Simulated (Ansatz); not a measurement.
`[OH][Al]([Cl])[O][SiH3]` + `C[S][Mg][OH]` → `C[S][Mg][O][SiH3]` + `[OH][Al]([OH])[Cl]`  (ligand exchange at the Si–O bond)

Isolated molecules relaxed with PBE0-D4/def2-TZVP in Ansatz; ΔE leaves out vibrations. CCSD(T)/CBS is the MP2 limit (def2-TZVPP, def2-QZVPP) plus CCSD(T) − MP2 in def2-TZVPP, frozen cores. This one scheme is used for every species. For Mg outer-core shells are correlated without core-valence functions, which leaves a few kJ/mol of doubt a bond. Each species was taken in one conformer, which may not be the lowest.

| species | CCSD/def2-TZVPP energy (Eh) |
| --- | --- |
| `[OH][Al]([Cl])[O][SiH3]` | -1143.65811 |
| `C[S][Mg][OH]` | -713.17366 |
| `C[S][Mg][O][SiH3]` | -1003.47039 |
| `[OH][Al]([OH])[Cl]` | -853.36685 |

Work out ΔE.

ΔE = (-1003.47039) + (-853.36685) − (-1143.65811) − (-713.17366) = -0.00547 Eh = -14.4 kJ/mol. CCSD(T)/CBS gives -16.1 kJ/mol.

Largest T1 diagnostic among the species: 0.011.

At CCSD(T), def2-SVP lies +3.8 kJ/mol from the extrapolated value and def2-TZVPP +0.6 kJ/mol. From BLYP to BHLYP (50 % exact exchange), in def2-TZVPP and without D4, ΔE moves by +3.3 kJ/mol.
